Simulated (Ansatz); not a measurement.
Cost and result for the atomization energy of `ClB1[SiH2]C1Br` (8 atoms, 8 bonds).

Total charge 0; spin multiplicity 1. Correlated methods include outer-core shells of Br, which these sets cover unevenly. Scalar relativity is left out up to krypton. The structure was optimised at the PBE0-D4/def2-TZVP level. Program: Ansatz. All runs use 4 threads of a server CPU on a shared host. Times are those of one run each, without the atoms' runs, and a repeat can differ threefold. Electronic energies, without spin–orbit coupling; frozen cores. CCSD(T)/CBS adds CCSD(T) − MP2 in def2-TZVPP to the MP2 limit, and its time is that of the two runs behind it. T1 = 0.012. With those shells the extrapolation isn't a true limit. B3LYP takes the VWN-RPA correlation (the form of Gaussian; ORCA's B3LYP/G). HSE06 is the plane-wave form, built on full-range PBE exchange.

CCSD(T)/CBS is a level of theory with its own doubt, some kJ/mol a heavy atom from the limit and from the frozen cores, so smaller differences don't rank the functionals.

| level | functions | wall time |
| --- | --- | --- |
| LDA (SPW92)/def2-TZVPP | 236 | 4.4 s |
| PBE-D4/def2-TZVPP (with forces) | 236 | 6.5 s |
| PBE0-D4/def2-TZVPP | 236 | 9.1 s |
| BHLYP-D4/def2-TZVPP | 236 | 11 s |
| HSE06-D4/def2-TZVPP | 236 | 11 s |
| r2SCANh-D4/def2-TZVPP | 236 | 14 s |
| B3LYP-D4/def2-TZVPP (with forces) | 236 | 15 s |
| B97M-V/def2-TZVPP | 236 | 15 s |
| B2PLYP/def2-TZVPP | 236 | 20 s |
| CCSD(T)/def2-SVP | 111 | 21 s |
| MP2/def2-QZVPP | 433 | 56 s |
| CCSD(T)/def2-TZVPP | 236 | 3.8 min |
| CCSD(T)/CBS(def2) | – | 4.8 min |

Q: What atomization energy does each give, and how far from CCSD(T)/CBS? (Best estimate.)

A: The calculation gave: 
```tsv
level	atomization (kJ/mol)	difference from CCSD(T)/CBS	per bond
LDA (SPW92)/def2-TZVPP	3021.4	440.5	55.1
PBE-D4/def2-TZVPP (with forces)	2676.3	95.4	11.9
PBE0-D4/def2-TZVPP	2626.7	45.8	5.7
BHLYP-D4/def2-TZVPP	2501.7	-79.2	-9.9
HSE06-D4/def2-TZVPP	2629.3	48.4	6.1
r2SCANh-D4/def2-TZVPP	2612.0	31.1	3.9
B3LYP-D4/def2-TZVPP (with forces)	2576.5	-4.4	-0.5
B97M-V/def2-TZVPP	2630.2	49.3	6.2
B2PLYP/def2-TZVPP	2547.8	-33.1	-4.1
CCSD(T)/def2-SVP	2423.2	-157.7	-19.7
MP2/def2-QZVPP	2626.4	45.5	5.7
CCSD(T)/def2-TZVPP	2504.1	-76.8	-9.6
CCSD(T)/CBS(def2)	2580.9	0.0	0.0
```

At CCSD(T), def2-SVP lies −157.7 kJ/mol from the extrapolated value and def2-TZVPP −76.8 kJ/mol: correlation converges slowly with the basis, and small sets miss more of it in the bonded molecule than in its fragments. The D4 term adds +39.6 kJ/mol with B3LYP and +20.7 kJ/mol with PBE0; it sums over pairs of atoms, weighted by their polarisabilities, and B3LYP, whose exchange is more repulsive, gets the larger term. From BLYP to BHLYP (50 % exact exchange), in def2-TZVPP and without D4, the atomization energy moves by −51.8 kJ/mol: exact exchange takes away binding that semilocal exchange gives to molecules.
